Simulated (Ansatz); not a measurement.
Consider the redistribution: `O[SiH]([SiH3])Cl` + `O[SiH2]C[AsH2]` → `O[SiH2]C[SiH](O)Cl` + `[SiH3][AsH2]`.

Program: Ansatz. Geometries: PBE0-D4/def2-TZVP. ΔE: electronic, gas phase. CCSD(T)/CBS adds triple-zeta CCSD(T) − MP2 to the extrapolated MP2 energy (def2 sets, frozen cores). DFT in def2-TZVPP. B3LYP here is the variant with VWN-RPA as its local correlation; programs differ in this. For As outer-core shells are correlated without core-valence functions, which leaves a few kJ/mol of doubt a bond. Scalar relativity is left out up to krypton. One conformer a species, not always the lowest.

| level | ΔE (kcal/mol) | difference from CCSD(T)/CBS |
| --- | --- | --- |
| r2SCAN-D4 | -23.1 | -0.8 |
| B3LYP-D4 | -22.1 | 0.2 |
| ωB97X-V | -22.1 | 0.2 |
| ωB97M-V | -23.9 | -1.6 |
| B2PLYP | -21.6 | 0.7 |
| PBE0 | -21.2 | 1.1 |
| CCSD/def2-TZVPP | -21.7 | 0.6 |
| CCSD(T)/def2-TZVPP | -21.8 | 0.5 |
| SCS-MP2/def2-QZVPP | -22.0 | 0.3 |
| MP2/CBS(def2) | -23.6 | -1.3 |
| CCSD(T)/CBS | -22.3 | 0 |

Largest T1 diagnostic among the species: 0.012.

From PBE to PBE0 (25 % exact exchange), in def2-TZVPP and without D4, ΔE moves by −1.4 kcal/mol. The D4 term adds −1.4 kcal/mol with B3LYP and −0.8 kcal/mol with PBE0; it sums over pairs of atoms, weighted by their polarisabilities, and B3LYP, whose exchange is more repulsive, gets the larger term.
